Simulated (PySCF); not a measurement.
# Electronic structure of Zn²⁺ (zinc, charge +2) at the r2SCAN level

Configuration: [Ar] 3d9 4p1, one real determinant (an excited configuration). Computed with PySCF 2.14 in aug-cc-pwCVTZ-DK, with the spin-free X2C one-electron Hamiltonian (Gaussian nucleus).

- Total energy: -1794.261 hartree
- One-electron energy: -2471.203 hartree
- Hartree (Coulomb) energy: 748.188 hartree
- Exchange-correlation energy: -71.246 hartree
- ⟨S²⟩: 2.0006
- ⟨L²⟩: 8.011
- Sum of ⟨r⟩: 17.28 bohr
- Sum of ⟨r²⟩: 20.07 bohr²
- Traceless quadrupole moment −½Σ⟨3z² − r²⟩ along its main axis: -2.68 e·bohr²
- Langevin diamagnetic susceptibility: -15.9 ×10⁻⁶ cm³/mol

```
shell  electrons  mean orbital energy (eV)  spread (eV)  rms radius, mean of both spins (bohr)
 1s α          1                   -9575.1            0                                 0.0580
 1s β          1                   -9575.0            0                                 0.0580
 2s α          1                   -1199.8            0                                  0.245
 2s β          1                   -1198.9            0                                  0.245
 2p α          3                   -1042.3        1.265                                  0.219
 2p β          3                   -1041.5        0.380                                  0.219
 3s α          1                   -164.66            0                                  0.727
 3s β          1                   -162.60            0                                  0.727
 3p α          3                   -117.04        2.147                                  0.767
 3p β          3                   -115.08        0.483                                  0.767
 3d α          5                   -40.498        2.627                                  0.935
 3d β          4                   -39.181        1.277                                  0.935
 4p α          1                   -19.460            0                                   2.68
```

⟨L²⟩ = 8.01 against 12 for a pure F term, so this real determinant mixes terms.

Densities and radii are taken from the X2C orbitals without a picture-change correction, which distorts them close to the nucleus.
